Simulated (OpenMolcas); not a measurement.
An OpenMolcas run meant for Hg+ (ANO-RCC-VDZ, DKH4; inactive shells 1s 2s 2p 3s 3p 3d 4s 4p 4d 4f 5s 5p 5d; intended active space 1 electron in 9 orbitals (RAS2 6s 6p; RAS3 6d, at most 1 electron)). One step of its input:

```
&CASPT2
Multistate=1 1
Frozen=15 19
IPEA=0.25
Imaginary=2.0
MaxIter=60
WThr=0.0 0.3 0.05
PrWF=0.5
NoMix
```

The run finished. Its levels beside those of a sound run (SS-RASPT2, IPEA 0.25 Eh, imaginary shift 0.1 Eh (closed shells correlated: 5d)), in cm⁻¹ above each run's lowest level:

| Level | This run | Usual run |
| --- | --- | --- |
| 6s ²S_1/2 | 0.0 | 0.0 |
| 6p ²P°_1/2 | 50890 | 50978 |
| 6p ²P°_3/2 | 57702 | 57790 |

Question: Which setting is unsound, and how much does it matter here?

Answer: The level shift is far above the usual 0.1 to 0.3 hartree and damps the second-order energy. Against the sound run the excited levels shown move by 88 cm-1 on average and by 88 cm-1 at most.

With one active electron outside closed inactive shells, the extra shells (6d) add no correlation to the reference. Spin-orbit splittings of 6p shells tend to come out small when the coupling is added on scalar orbitals. With one active electron, CASPT2 adds the correlation within the correlated inactive shells and between them and that electron, and leaves the splitting within a term as the reference gives it. Only configurations of the active space appear.

° marks odd parity.
